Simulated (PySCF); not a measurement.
B(Cl)(Me)(NCO) (C2H3BClNO), SMILES C(=O)=NB(C)Cl.

Geometry optimised at PBE0-D3(BJ)/def2-SVP. The structure was generated by enumeration, and PubChem lists no compound with its InChIKey, so it may never have been made. Other conformers were not sampled.

Computed with PBE0-D3(BJ)/def2-SVP (PySCF).

Frequencies are harmonic and unscaled.

```tsv
mode	ν (cm⁻¹)	IR (km/mol)	Raman (Å⁴/amu)	depolarisation	moving atoms (share of kinetic energy)
1	40	0.4	0.6	0.66	H 96 %
2	40	0.0	3.9	0.73	O 34 %, N 24 %, Cl 23 %, C 11 %
3	104	0.0	0.9	0.75	N 59 %, O 22 %, C 9 %
4	273	0.9	1.5	0.71	C 35 %, H 26 %, Cl 20 %, O 9 %
5	374	6.6	0.2	0.25	N 46 %, Cl 26 %, C 16 %
6	432	1.8	0.6	0.51	B 53 %, H 34 %
7	560	25.1	10.0	0.09	C 44 %, Cl 22 %, O 11 %, H 11 %, B 8 %
8	600	21.0	1.6	0.41	C 69 %, O 15 %, N 13 %
9	639	33.3	0.2	0.75	C 71 %, N 15 %, O 14 %
10	799	41.0	1.1	0.73	H 55 %, C 18 %, B 16 %
11	848	32.3	0.7	0.73	H 51 %, B 28 %, C 19 %
12	1072	321.9	3.5	0.63	B 61 %, H 21 %, C 10 %
13	1132	153.0	0.7	0.74	B 58 %, H 25 %, O 10 %
14	1328	121.6	7.7	0.60	H 61 %, C 29 %, B 8 %
15	1417	1.2	15.7	0.75	H 96 %
16	1434	7.7	10.4	0.74	H 94 %
17	1651	158.5	43.4	0.27	N 51 %, O 29 %, B 16 %
18	2500	1749.0	0.8	0.30	C 69 %, N 20 %, O 12 %
19	3053	0.9	158.9	0.02	H 96 %
20	3143	2.7	89.2	0.64	H 92 %, C 8 %
21	3186	3.6	81.6	0.75	H 90 %, C 10 %
```
